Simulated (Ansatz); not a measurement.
Molecule: sum formula BPH$_{3}$ (charge 0, doublet). It need not be the lowest isomer of its formula. 
Structure (B3LYP-D3(BJ)/def2-TZVP (Ansatz, an electronic-structure program) minimum search):
```xyz
5

B      0.0943    -0.3580    -1.2104
H     -0.6078     0.0790    -2.0676
H      0.8731    -1.2208    -1.4761
P     -0.1324     0.1823     0.5783
H      1.2493     0.1979     0.9212
```
Charge 0, spin multiplicity 2.

Basis-set convergence of Hartree-Fock and CCSD correlation energies (hartree) with Ansatz. Valence correlation only, unless marked. UHF or UKS for open shells. No spin-orbit coupling. Non-relativistic.

```
basis        functions       E(HF)  E(corr, CCSD)
-----------  ---------  ----------  -------------
def2-SVPD           68  -366.99679       -0.23184
def2-TZVPPD        136  (withheld)     (withheld)
```

Question: Complete the blanks.

Answer: 
- def2-TZVPPD, E(HF): -367.13976
- def2-TZVPPD, E(corr, CCSD): -0.27055
